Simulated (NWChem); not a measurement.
System: TlI; SMILES [I][Tl]

NWChem printed, in part:

```
             Northwest Computational Chemistry Package (NWChem) 7.3.0
             --------------------------------------------------------

 ORDER OF PRIMARY AXIS IS BEING SET TO 4
 C4V symmetry detected

                             Geometry "geometry" -> ""
                             -------------------------

 Output coordinates in angstroms (scale by  1.889725989 to convert to a.u.)

  No.       Tag          Charge          X              Y              Z
 ---- ---------------- ---------- -------------- -------------- --------------
    1 Tl                  81.0000     0.00000000     0.00000000    -1.13387290
    2 I                   53.0000     0.00000000     0.00000000     1.73290010

 Effective nuclear repulsion energy (a.u.)     792.4443023412

      Symmetry information
      --------------------

 Group name             C4v
 Group number             18
 Group order               8
 No. of unique centers     2

                                 NWChem DFT Module
                                 -----------------

 Summary of "ao basis" -> "ao basis" (spherical)
 ------------------------------------------------------------------------------
       Tag                 Description            Shells   Functions and Types
 ---------------- ------------------------------  ------  ---------------------
 Tl                         def2-svp                10       26   4s4p2d
 I                          def2-svp                10       26   4s4p2d

      Symmetry analysis of basis
      --------------------------

        a1         20
        a2          0
        b1          4
        b2          4
        e          24

            General Information
            -------------------
          SCF calculation type: DFT
          Wavefunction type:  closed shell.
          No. of atoms     :     2
          No. of electrons :    46
           Alpha electrons :    23
            Beta electrons :    23
          Charge           :     0
          Spin multiplicity:     1
          Use of symmetry is: on ; symmetry adaption is: on
          Maximum number of iterations: 150
          AO basis - number of functions:    52
                     number of shells:    20
          Convergence on energy requested:  1.00D-06
          Convergence on density requested:  1.00D-05
          Convergence on gradient requested:  5.00D-04

              XC Information
              --------------
                       M06-2X Method XC Functional
                     Hartree-Fock (Exact) Exchange  0.540
                        M06-2X Exchange Functional  1.000
                      M06-2X Correlation Potential  1.000

             Grid Information
             ----------------
          Grid used for XC integration:  coarse
          Radial quadrature: Mura-Knowles
          Angular quadrature: Lebedev.
          Tag              B.-S. Rad. Rad. Pts. Rad. Cut. Ang. Pts.
          ---              ---------- --------- --------- ---------
          Tl                  1.90      104           9.0       302
          I                   1.40      104          11.0       302
          Grid pruning is: on
          Number of quadrature shells:   208
          Spatial weights used:  Erf1

      Superposition of Atomic Density Guess
      -------------------------------------

 Sum of atomic energies:        -542.36414958

      Non-variational initial energy
      ------------------------------

 Total energy =    -468.140136
 1-e energy   =   -1012.536537
 2-e energy   =     447.486720
 HOMO         =      -0.288968
 LUMO         =       0.003174

      Symmetry analysis of molecular orbitals - initial
      -------------------------------------------------

 !! scf_movecs_sym_adapt:    8 vectors were symmetry contaminated

  Symmetry fudging

 !! scf_movecs_sym_adapt:    4 vectors were symmetry contaminated

  Numbering of irreducible representations:

     1 a1          2 a2          3 b1          4 b2          5 e

  Orbital symmetries:

     1 a1          2 a1          3 a1          4 e           5 e
     6 a1          7 e           8 e           9 a1         10 e
    11 e          12 b2         13 b1         14 a1         15 e
    16 e          17 b1         18 b2         19 a1         20 a1
    21 e          22 e          23 a1         24 e          25 e
    26 a1         27 a1         28 a1         29 e          30 e
    31 e          32 e          33 a1

     ---------------------------------------------
      Total Density - Mulliken Population Analysis
     ---------------------------------------------

    Atom       Charge   Shell Charges
 -----------   ------   -------------------------------------------------------
    1 Tl  21    20.25   2.90 -0.86  1.18  0.77  3.40  2.58  0.18  0.08  9.68  0.34
    2 I   25    25.75   1.83  0.22  1.25  0.68  2.91  3.14  2.78  2.93  9.83  0.18

   convergence    iter        energy       DeltaE   RMS-Dens  Diis-err
 ---------------- ----- ----------------- --------- --------- ---------
 d= 0,ls=0.0,diis     1   -470.0764260248 -5.67D+02  1.93D-02  1.22D-01
 d= 0,ls=0.0,diis     2   -470.0840068576 -7.58D-03  7.73D-03  1.12D-01
 d= 0,ls=0.0,diis     3   -470.1048741755 -2.09D-02  1.84D-03  6.89D-04
 d= 0,ls=0.0,diis     4   -470.1050646965 -1.91D-04  3.39D-04  5.02D-05
 d= 0,ls=0.0,diis     5   -470.1050792326 -1.45D-05  1.38D-04  5.11D-06
  Resetting Diis
 d= 0,ls=0.0,diis     6   -470.1050803234 -1.09D-06  2.10D-05  3.00D-07
 d= 0,ls=0.0,diis     7   -470.1050804114 -8.79D-08  4.97D-06  1.38D-08

         Total DFT energy =     -470.105080411356
      One electron energy =    -1014.114503730961
           Coulomb energy =      484.145061991664
    Exchange-Corr. energy =      -37.045319251875
 Nuclear repulsion energy =       96.909680579816

 Numeric. integr. density =       46.000001261192

                  Occupations of the irreducible representations
                  ----------------------------------------------

                     irrep           alpha         beta
                     --------     --------     --------
                     a1                9.0          9.0
                     a2                0.0          0.0
                     b1                2.0          2.0
                     b2                2.0          2.0
                     e                10.0         10.0

                       DFT Final Molecular Orbital Analysis
                       ------------------------------------

 Vector   21  Occ=2.000000D+00  E=-2.859869D-01  Symmetry=e
              MO Center= -2.5D-14, -2.0D-14,  1.6D+00, r^2= 2.3D+00
   Bfn.  Coefficient  Atom+Function         Bfn.  Coefficient  Atom+Function
  ----- ------------  ---------------      ----- ------------  ---------------
    37      0.508227  2 I  px                40      0.491743  2 I  px
    38     -0.257770  2 I  py                41     -0.249410  2 I  py
    34     -0.211385  2 I  px                31     -0.171992  2 I  px
    35      0.107213  2 I  py                32      0.087234  2 I  py
    11      0.073543  1 Tl px                14      0.064398  1 Tl px

 Vector   22  Occ=2.000000D+00  E=-2.859869D-01  Symmetry=e
              MO Center= -1.2D-15,  2.3D-17,  1.6D+00, r^2= 2.3D+00
   Bfn.  Coefficient  Atom+Function         Bfn.  Coefficient  Atom+Function
  ----- ------------  ---------------      ----- ------------  ---------------
    38      0.508227  2 I  py                41      0.491743  2 I  py
    37      0.257770  2 I  px                40      0.249410  2 I  px
    35     -0.211385  2 I  py                32     -0.171992  2 I  py
    34     -0.107213  2 I  px                31     -0.087234  2 I  px
    12      0.073543  1 Tl py                15      0.064398  1 Tl py

 Vector   23  Occ=2.000000D+00  E=-2.836465D-01  Symmetry=a1
              MO Center= -2.0D-15,  8.1D-15,  7.1D-01, r^2= 4.7D+00
   Bfn.  Coefficient  Atom+Function         Bfn.  Coefficient  Atom+Function
  ----- ------------  ---------------      ----- ------------  ---------------
    39      0.510190  2 I  pz                42      0.475345  2 I  pz
     3      0.345382  1 Tl s                 13     -0.247859  1 Tl pz
     4      0.222316  1 Tl s                  1     -0.216822  1 Tl s
    36     -0.211374  2 I  pz                33     -0.172312  2 I  pz
    19      0.105527  1 Tl d  0              16     -0.100299  1 Tl pz

 Vector   24  Occ=0.000000D+00  E=-4.644840D-02  Symmetry=e
              MO Center= -1.8D-15,  7.9D-15, -1.1D+00, r^2= 5.4D+00
   Bfn.  Coefficient  Atom+Function         Bfn.  Coefficient  Atom+Function
  ----- ------------  ---------------      ----- ------------  ---------------
    15      0.700933  1 Tl py                12      0.449650  1 Tl py
    41     -0.242359  2 I  py                 9     -0.151145  1 Tl py
     6     -0.150026  1 Tl py                38     -0.136648  2 I  py
    35      0.060224  2 I  py                32      0.048157  2 I  py
    49     -0.034551  2 I  d -1              44      0.026625  2 I  d -1

[...]

                         DFT ENERGY GRADIENTS

    atom               coordinates                        gradient
                 x          y          z           x          y          z
   1 Tl      0.000000   0.000000  -2.142709    0.000000   0.000000   0.004164
   2 I       0.000000   0.000000   3.274706    0.000000   0.000000  -0.004164
```

Level: M06-2X/def2-SVP with def2 effective core potentials on I, Tl. The geometry was optimised at PBE0/def2-SVP. def2 effective core potentials on I, Tl; no spin-orbit coupling.

### Question
Write an input that gives this output.

### Answer
One answer among several that fit: the input that was run:
```
start job
memory heap 200 mb stack 900 mb global 1100 mb
geometry units angstroms noautoz
  Tl     0.000000     0.000000    -1.138477
  I      0.000000     0.000000     1.728296
end
basis spherical
  Tl library def2-svp
  I library def2-svp
end
ecp
  I library def2-ecp
  Tl library def2-ecp
end
dft
  xc m06-2x
  grid coarse
  iterations 150
  mulliken
end
task dft gradient
```
